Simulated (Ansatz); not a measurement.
Job for Ansatz (a first-principles code): R-CAM-B3LYP/def2-TZVPP on CH5BO (SMILES BOC).

Ansatz 0.2 input:
```yaml
crystal:
  periodic: [false, false, false]
  atoms:
    - {symbol: B, position_ang: [1.35100001, 0.05589324, -0.12242224]}
    - {symbol: O, position_ang: [0.14250691, 0.30657647, -0.64763493]}
    - {symbol: C, position_ang: [-1.07221875, -0.01064108, 0.02604135]}
    - {symbol: H, position_ang: [2.29909270, 0.36391593, -0.77661788]}
    - {symbol: H, position_ang: [1.44700763, -0.45565855, 0.95796231]}
    - {symbol: H, position_ang: [-1.64534300, -0.69914525, -0.59523512]}
    - {symbol: H, position_ang: [-1.64590819, 0.90670454, 0.15957003]}
    - {symbol: H, position_ang: [-0.87613732, -0.46764530, 0.99833649]}
basis:
  gaussian:
    orbitals: def2-TZVPP
hamiltonian:
  xc: {name: CAM-B3LYP}
scf: {lower_state_search: off}
```

The head of its log:

```
WARN ansatz: RAYON_NUM_THREADS=1 ignored (pool sized by the plan → 1); use --threads N
Functional definition: CAM-B3LYP
these checks for a lower state are left out or cut short: stability, starts, cluster_reference, orbital_swaps, neighbouring_geometries, increment
integrals: 0.06 GiB planned
795 factors; their error is unknown
integrals: 0.09 GiB planned
225 factors; integrals over basis functions are off by at most 1.4e-5 eV
mean field: 0.65 GiB planned
mean field evaluation 1: about -3838.7636 eV, gradient 4.3e1 eV
mean field evaluation 2: about -3837.1134 eV, gradient 5.5e1 eV
```

Predict the final total energy.

-141.1984 hartree.
